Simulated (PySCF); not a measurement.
C₂H₈BClOSi (SMILES CB(C)O[SiH2]Cl), singlet, at a GFN2-xTB geometry; CASSCF(2,3)/STO-3G (PySCF).

Here is a job for PySCF.
```python
from pyscf import gto, scf, mcscf
import numpy

mol = gto.M(
    atom='''
Si    1.19799823    0.09633283   -0.61924881
Cl    2.14028113   -0.01775424    1.14763688
O    -0.34481612   -0.23344557   -0.34423525
B    -1.66327663   -0.06243611   -0.27194409
C    -2.56094042   -1.25075310    0.28205885
C    -2.32047124    1.30777580   -0.74093671
H     1.39615770    1.44167584   -1.15253796
H     1.65082384   -0.96125736   -1.51271438
H    -2.79024172   -1.07422427    1.33212038
H    -3.51378682   -1.32601423   -0.23507545
H    -2.06024292   -2.21354903    0.22333571
H    -1.60664319    2.12755038   -0.75793881
H    -2.70765085    1.19835735   -1.75307823
H    -3.16178818    1.59823258   -0.11758518
''',
    basis='sto-3g',
    verbose=4,
)

mf = scf.RHF(mol)
mf.kernel()
mc = mcscf.CASSCF(mf, 3, 2)
mc.kernel()
occ = numpy.linalg.eigvalsh(mc.fcisolver.make_rdm1(mc.ci, mc.ncas, mc.nelecas))[::-1]
ss = mc.fcisolver.spin_square(mc.ci, mc.ncas, mc.nelecas)[0]
print('natural occupations', occ.round(4), ' <S^2>', round(ss, 4))
```

**Question.** What does PySCF print? Leave out banner, timings and long lists.

**Answer.** 
```
PySCF version 2.14.0

[INPUT] verbose = 4
[INPUT] num. atoms = 14
[INPUT] num. electrons = 64
[INPUT] charge = 0
[INPUT] spin (= nelec alpha-beta = 2S) = 0
[INPUT] symmetry False subgroup None
[INPUT] Mole.unit = angstrom
[INPUT] Symbol           X                Y                Z      unit          X                Y                Z       unit  Magmom
[...]
nuclear repulsion = 344.266775300283
number of shells = 30
number of NR pGTOs = 138
number of NR cGTOs = 46
basis = sto-3g
ecp = {}

******** <class 'pyscf.scf.hf.RHF'> ********
method = RHF
initial guess = minao
damping factor = 0
level_shift factor = 0
DIIS = <class 'pyscf.scf.diis.CDIIS'>
diis_start_cycle = 1
diis_space = 8
diis_damp = 0
SCF conv_tol = 1e-09
SCF conv_tol_grad = None
SCF max_cycles = 50
direct_scf = True
direct_scf_tol = 1e-13
Set gradient conv threshold to 3.16228e-05
Initial guess from minao.
init E= -918.403237491288
[...]
cycle= 1 E= -917.940965038176  delta_E= 0.462  |g|= 0.491  |ddm|= 4.26
[...]
cycle= 2 E= -918.026613126073  delta_E= -0.0856  |g|= 0.176  |ddm|= 0.938
[...]
cycle= 3 E= -918.035868237008  delta_E= -0.00926  |g|= 0.0351  |ddm|= 0.261
[...]
cycle= 4 E= -918.036479671407  delta_E= -0.000611  |g|= 0.00533  |ddm|= 0.0749
[...]
cycle= 5 E= -918.036494452533  delta_E= -1.48e-05  |g|= 0.000933  |ddm|= 0.0125
[...]
cycle= 6 E= -918.036495121941  delta_E= -6.69e-07  |g|= 0.000248  |ddm|= 0.00259
[...]
cycle= 7 E= -918.036495169749  delta_E= -4.78e-08  |g|= 7.6e-05  |ddm|= 0.000651
[...]
cycle= 8 E= -918.036495173872  delta_E= -4.12e-09  |g|= 1.56e-05  |ddm|= 0.0002
[...]
cycle= 9 E= -918.036495174036  delta_E= -1.64e-10  |g|= 1.74e-06  |ddm|= 4.18e-05
[...]
Extra cycle  E= -918.036495174038  delta_E= -1.36e-12  |g|= 6.84e-07  |ddm|= 3.71e-06
converged SCF energy = -918.036495174038

******** <class 'pyscf.mcscf.mc1step.CASSCF'> ********
CAS (1e+1e, 3o), ncore = 31, nvir = 12
max_cycle_macro = 50
max_cycle_micro = 4
conv_tol = 1e-07
conv_tol_grad = None
orbital rotation max_stepsize = 0.02
orbital rotation threshold for CI restart = 0.01
augmented hessian ah_max_cycle = 30
augmented hessian ah_conv_tol = 1e-12
augmented hessian ah_linear dependence = 1e-14
augmented hessian ah_level shift = 1e-08
augmented hessian ah_start_tol = 2.5
augmented hessian ah_start_cycle = 3
augmented hessian ah_grad_trust_region = 3
kf_trust_region = 3
kf_interval = 4
ci_response_space = 4
ci_grad_trust_region = 3
with_dep4 0
natorb = False
canonicalization = True
sorting_mo_energy = False
[...]
CASCI E = -918.036593830214  S^2 = 0.0000000
[...]
macro iter  20 ( 17 JK    4 micro), CASSCF E = -918.046272193667  dE = -2.37739570e-05  S^2 = 0.0000000
               |grad[o]|=0.00104  |grad[c]|=0.00344  |ddm|=0.00164  |maxRot[o]|=0.032
macro iter  21 ( 15 JK    4 micro), CASSCF E = -918.046266538691  dE =  5.65497669e-06  S^2 = 0.0000000
               |grad[o]|=0.000481  |grad[c]|=0.00381  |ddm|=0.00223  |maxRot[o]|=0.0115
macro iter  22 ( 15 JK    4 micro), CASSCF E = -918.046277035966  dE = -1.04972754e-05  S^2 = 0.0000000
               |grad[o]|=0.001  |grad[c]|=0.00236  |ddm|=0.00209  |maxRot[o]|=0.0135
macro iter  23 ( 14 JK    4 micro), CASSCF E = -918.046275998918  dE =  1.03704826e-06  S^2 = 0.0000000
               |grad[o]|=0.000649  |grad[c]|=0.0028  |ddm|=0.00163  |maxRot[o]|=0.00997
macro iter  24 ( 21 JK    4 micro), CASSCF E = -918.046289316678  dE = -1.33177599e-05  S^2 = 0.0000000
               |grad[o]|=0.000843  |grad[c]|=0.00131  |ddm|=0.000797  |maxRot[o]|=0.0239
macro iter  25 ( 12 JK    3 micro), CASSCF E = -918.046294275228  dE = -4.95855022e-06  S^2 = 0.0000000
               |grad[o]|=0.000215  |grad[c]|=0.000698  |ddm|=0.00106  |maxRot[o]|=0.0113
macro iter  26 ( 13 JK    3 micro), CASSCF E = -918.046295929750  dE = -1.65452218e-06  S^2 = 0.0000000
               |grad[o]|=0.000115  |grad[c]|=0.000262  |ddm|=0.000862  |maxRot[o]|=0.00932
macro iter  27 (  7 JK    1 micro), CASSCF E = -918.046296390531  dE = -4.60781166e-07  S^2 = 0.0000000
               |grad[o]|=8.15e-05  |grad[c]|=0.000528  |ddm|=0.000232  |maxRot[o]|=0.00371
macro iter  28 (  3 JK    1 micro), CASSCF E = -918.046296536381  dE = -1.45849981e-07  S^2 = 0.0000000
               |grad[o]|=9.69e-05  |grad[c]|=0.000311  |ddm|=0.000114  |maxRot[o]|=0.00125
macro iter  29 (  4 JK    1 micro), CASSCF E = -918.046296636856  dE = -1.00474495e-07  S^2 = 0.0000000
               |grad[o]|=4.8e-05  |grad[c]|=0.000252  |ddm|=0.000108  |maxRot[o]|=0.00189
macro iter  30 (  4 JK    1 micro), CASSCF E = -918.046296690388  dE = -5.35326308e-08  S^2 = 0.0000000
               |grad[o]|=4.61e-05  |grad[c]|=0.000192  |ddm|=9.62e-05  |maxRot[o]|=0.00148
1-step CASSCF converged in  30 macro (412 JK  91 micro) steps
CASSCF canonicalization
Density matrix diagonal elements [1.98894256 0.00638851 0.00466893]
CASSCF energy = -918.046296690388
CASCI E = -918.046296690388  E(CI) = -1.94162372958533  S^2 = 0.0000000
natural occupations [1.9894e+00 9.6000e-03 9.0000e-04]  <S^2> 0.0
```
